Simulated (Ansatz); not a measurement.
The same path of BBrH2 + H2Se (7 atoms, charge 0, multiplicity 1) was run twice with different band settings. Lost on the way: B1–Br2, H5–Se6. Made: B1–Se6, Br2–H5.

Method: RHF/def2-SVP (Ansatz).

Relaxed end points:

```xyz
7
Properties=species:S:1:pos:R:3
B -0.911 -1.241 0.352
Br -1.280 -0.397 2.040
H -1.590 -0.943 -0.579
H -0.061 -2.072 0.317
H 1.713 1.627 0.310
Se 1.553 1.019 -1.002
H 0.576 2.006 -1.437
```

```xyz
7
Properties=species:S:1:pos:R:3
B -0.306 -1.074 -0.847
Br -0.133 1.284 3.199
H -1.433 -0.884 -1.187
H 0.054 -2.094 -0.344
H 0.561 1.181 1.977
Se 1.044 0.279 -1.095
H 0.214 1.308 -1.704
```

Common settings: movable images 9; climbing image yes; optimiser quadratic models (default); start path through a guess of the saddle point; force threshold 0.03 eV/Å; iteration limit 60; end points relaxed.

| run | spring |
| --- | --- |
| 1 | 5.0 eV/Å² |
| 2 | 20.0 eV/Å² |

(1) What does each run give, and how far can it be trusted?

## Answers

(1) Run 1: converged after 15 iterations, highest image 1.429 eV above the first end. A vibrational analysis at the climbing image gives one clearly imaginary mode, 1394i cm⁻¹: a first-order saddle point.
Run 2: converged after 15 iterations, highest image 1.429 eV above the first end. Another band between the same ends (9 images) ends at a top of the same energy, where a vibrational analysis finds 1 clearly imaginary mode.
The orbitals stay closed-shell, which can raise the energy where a bond breaks towards radicals; this wasn't checked here.
